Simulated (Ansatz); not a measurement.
Reaction (atomization): `O[SiH](O)[CH2][GeH3]` → C• + Ge• + 8 H• + 2 O• + Si•

Program: Ansatz. Geometries: PBE0-D4/def2-TZVP. ΔE: electronic, gas phase. CCSD(T)/CBS is the MP2 limit (def2-TZVPP, def2-QZVPP) plus CCSD(T) − MP2 in def2-TZVPP, frozen cores. This one scheme is used for every species, atoms too. Functionals use def2-TZVPP. B3LYP here is the variant with VWN-RPA as its local correlation; programs differ in this. No spin–orbit coupling; open shells (•) take unrestricted orbitals. Spin–orbit coupling would lower the free atoms: a little for C, O, Si; clearly for Ge. Bonds to Ge are less sure, by a few kJ/mol each and by 10 to 20 or more in all where they break to atoms, as the def2 sets lack core-valence functions. Scalar relativity is left out up to krypton. Each species was taken in one conformer, which may not be the lowest.

```
             level  ΔE (kcal/mol)  difference from CCSD(T)/CBS
            PBE-D4         1095.7                         -4.5
         r2SCAN-D4         1094.2                         -6.0
           PBE0-D4         1081.4                        -18.8
          B3LYP-D4         1087.2                        -13.0
           ωB97X-V         1097.4                         -2.8
           ωB97M-V         1093.7                         -6.5
            B2PLYP         1079.2                        -21.0
               PBE         1089.0                        -11.2
            r2SCAN         1092.5                         -7.7
              PBE0         1075.7                        -24.5
    MP2/def2-TZVPP         1085.0                        -15.2
CCSD(T)/def2-TZVPP         1072.6                        -27.6
     HF/def2-QZVPP          798.9                       -301.3
    MP2/def2-QZVPP         1101.3                          1.1
SCS-MP2/def2-QZVPP         1101.3                          1.1
     MP2/CBS(def2)         1112.5                         12.3
       CCSD(T)/CBS         1100.2                            0
```

Largest T1 diagnostic among the species: 0.012.

In def2-TZVPP, CCSD(T) changes the Hartree–Fock value by +275.3 kcal/mol (the triples alone add +13.9 kcal/mol) and MP2 by +287.6 kcal/mol; breaking electron pairs costs correlation energy, which Hartree–Fock lacks. From PBE to PBE0 (25 % exact exchange), in def2-TZVPP and without D4, ΔE moves by −13.3 kcal/mol: exact exchange takes away binding that semilocal exchange gives to molecules. The D4 term adds +10.9 kcal/mol with B3LYP and +5.7 kcal/mol with PBE0; it sums over pairs of atoms, weighted by their polarisabilities, and B3LYP, whose exchange is more repulsive, gets the larger term.

For atomizations the MP2-based limit and the directly extrapolated one differ by several kJ/mol either way, and by 10 to 25 for some Ge, Se and Sn compounds, so smaller differences from it don't rank the levels.
